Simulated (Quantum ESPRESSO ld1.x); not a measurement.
The run below uses ld1.x (Quantum ESPRESSO 7.5).

```
 &input
    atom='Be',
    iswitch=1,
    rel=1,
    dft='PZ',
    config='1s1.75 2s1 2p0.25',
    verbosity='high',
    prefix='ld1',
    max_out_wfc=37,
    file_charge='ld1.rho',
 /
```

Command: `OMP_NUM_THREADS=1 ld1.x < ld1.in > ld1.out`

It prints (banner and zero overlaps left out):

```
     Program LD1 v.7.5 starts

     --------------------------- All-electron run ----------------------------

     scalar relativistic calculation

     atomic number is  4.00
     dft =PZ   lsd =0 sic =0 latt =0  beta=0.20 tr2=1.0E-14
     Exchange-correlation= PZ
                           (   1   1   0   0   0   0   0)
     mesh =1749 r(mesh) =  99.25632 a.u. xmin = -8.00 dx = 0.00800
     1 Ry =  13.60569312 eV, c = 137.03599908

     n l     nl                  e(Ry)          e(Ha)          e(eV)
     1 0     1S 1( 1.75)      -9.169302202      -4.584651101   -124.7547119
     2 0     2S 1( 1.00)      -1.083518436      -0.541759218    -14.7420193
     2 1     2P 1( 0.25)      -0.798526207      -0.399263103    -10.8645025

     final scf error:  3.0E-16 reached in  14 iterations

     Etot =     -26.172577 Ry,     -13.086288 Ha,    -356.096051 eV

     Ekin =      25.961036 Ry,      12.980518 Ha,     353.217884 eV
     Encl =     -58.147151 Ry,     -29.073575 Ha,    -791.132289 eV
     Eh   =      10.147364 Ry,       5.073682 Ha,     138.061922 eV
     Exc  =      -4.133826 Ry,      -2.066913 Ha,     -56.243567 eV
```

Run on one thread of a shared host, so times are rough (Intel(R) Xeon(R) Processor @ 2.60GHz): 0.31 s of CPU time, 1.2 s wall, 14 iterations on 1749 mesh points.
